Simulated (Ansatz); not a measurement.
## A geometry optimisation of AuF3HOP with PBE0-D4/def2-SVP

The starting geometry of this gas-phase singlet was optimised with GFN2-xTB.

```
atom    x (Å)    y (Å)    z (Å)
  Au   0.7476  -1.6798   0.0148
   F  -1.6145   0.2669  -0.3362
   F   0.5158   1.2139  -1.0311
   F  -0.7268   2.1495   0.6950
   O   0.4190   0.0482   1.3447
   P  -0.2407   0.7288   0.2479
   H   0.8997  -2.7274  -0.9350
```

Q: Where would you expect an optimisation with PBE0-D4/def2-SVP to take it?

A: A bond breaks, giving a structure given below by its coordinates. Contacts that open: Au1–P6 (2.61 → 3.33 Å).

The energy falls by 0.49 eV over 12 steps:

| step | E − E(last) (eV) |
| --- | --- |
| 1 | 0.491 |
| 2 | 0.171 |
| 3 | 0.116 |
| 5 | 0.035 |
| 6 | 0.013 |
| 7 | 0.004 |
| 8 | 0.003 |
| 10 | 0.000 |
| 11 | 0.000 |
| 12 | 0.000 |

Final geometry (Å):

```xyz
7

Au    0.9026   -2.0672   -0.0375
F    -1.7877    0.6776   -0.3577
F     0.3180    1.6094   -1.0448
F    -0.6570    2.2613    1.0535
O     0.3262   -0.0731    0.9004
P    -0.3784    1.0006    0.1973
H     1.2762   -3.4085   -0.7112
```

No frequencies were run, so the end isn't proven a minimum. Atoms past krypton carry core potentials, without spin–orbit terms. Run with Ansatz 0.2.0, 33 s on 2 threads of Arm Neoverse V1 (shared host).
